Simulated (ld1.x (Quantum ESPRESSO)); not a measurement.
**PBE PAW dataset for iodine (I), fully relativistic all-electron reference.**

Input for ld1.x (Quantum ESPRESSO) 7.5:

```
&input
   title='I', zed=53., rel=2, dft='PBE', iswitch=3,
   config='[Kr] 4d10 5s2 5p4.5', rel_dist='average',
   nld=5, rlderiv=1.85, eminld=-6.0, emaxld=5.0, deld=0.02
 /
 &inputp
   pseudotype=3, lpaw=.true., tm=.true., lloc=-1, rcloc=1.35,
   nlcc=.true., new_core_ps=.true., rcore=1.20,
   which_augfun='BESSEL', rmatch_augfun=1.25,
   file_pseudopw='I.UPF', file_wfcaegen='ae.wfc', file_wfcncgen='nc.wfc', file_beta='beta', file_chi='chi', file_wfcusgen='us.wfc'
 /
6
5S  1  0   2.00   0.00  1.25  1.70  0.0
5S  1  0   0.00   2.50  1.25  1.70  0.0
5P  2  1   4.50   0.00  1.25  1.70  0.0
5P  2  1   0.00   1.35  1.25  1.70  0.0
4D  3  2  10.00   0.00  1.25  1.55  0.0
4D  3  2   0.00  -2.00  1.25  1.55  0.0
 &test
   configts(1)='4d10 5s2 5p4.5'
 /
```

Command:

```bash
ld1.x < I.in > I.out
```

Resulting log (shortened: banner, matrices, multipoles, cross overlaps and the repeated all-electron block are left out):

```
[... start of the log left out ...]
      Integrated core pseudo-charge :  10.28

     Fully relativistic calculation: |psi|^2

     Wfc 5S LC norm =  0.99988232 SC norm =  0.00011143 missing  0.00000625
     Speed at rcutus      1.137 a.u.,  v/c =  0.008295,  (v/c)^2 =  0.00006881

     Wfc 5P LC norm =  0.99991818 SC norm =  0.00008129 missing  0.00000053
     Speed at rcutus      1.142 a.u.,  v/c =  0.008331,  (v/c)^2 =  0.00006941

     Wfc 5P LC norm =  0.99992525 SC norm =  0.00006441 missing  0.00001034
     Speed at rcutus      1.096 a.u.,  v/c =  0.008000,  (v/c)^2 =  0.00006400

     Wfc 4D LC norm =  0.99955089 SC norm =  0.00044900 missing  0.00000010
     Speed at rcutus      0.210 a.u.,  v/c =  0.001531,  (v/c)^2 =  0.00000234

     Wfc 4D LC norm =  0.99956026 SC norm =  0.00043874 missing  0.00000100
     Speed at rcutus      0.274 a.u.,  v/c =  0.001998,  (v/c)^2 =  0.00000399
      Wfc-us  5S rcutus= 1.698  Estimated cut-off energy=    15.39 Ry
      Wfc-us  5S rcutus= 1.698  Estimated cut-off energy=    22.41 Ry
      Wfc-us  5P rcutus= 1.698  Estimated cut-off energy=    24.97 Ry
      Wfc-us  5P rcutus= 1.698  Estimated cut-off energy=    24.65 Ry
      Wfc-us  5P rcutus= 1.698  Estimated cut-off energy=    28.03 Ry
      Wfc-us  5P rcutus= 1.698  Estimated cut-off energy=    27.38 Ry
      Wfc-us  4D rcutus= 1.537  Estimated cut-off energy=    51.52 Ry
      Wfc-us  4D rcutus= 1.537  Estimated cut-off energy=    51.43 Ry
      Wfc-us  4D rcutus= 1.537  Estimated cut-off energy=    85.38 Ry
      Wfc-us  4D rcutus= 1.537  Estimated cut-off energy=    84.20 Ry
           2        1248        1247   99.953800721133646

 %%%%%%%%%%%%%%%%%%%%%%%%%%%%%%%%%%%%%%%%%%%%%%%%%%%%%%%%%%%%%%%%%%%%%%%%%%%%%%
     Error in routine compute_chi (1):
     n is too large
 %%%%%%%%%%%%%%%%%%%%%%%%%%%%%%%%%%%%%%%%%%%%%%%%%%%%%%%%%%%%%%%%%%%%%%%%%%%%%%

     stopping ...
```

The run stopped because near the origin the numerical χ = (ε − T − V_loc)φ did not join its small-r series within 0.05 bohr.

The run took about 0.09 s on one core of a shared server CPU.
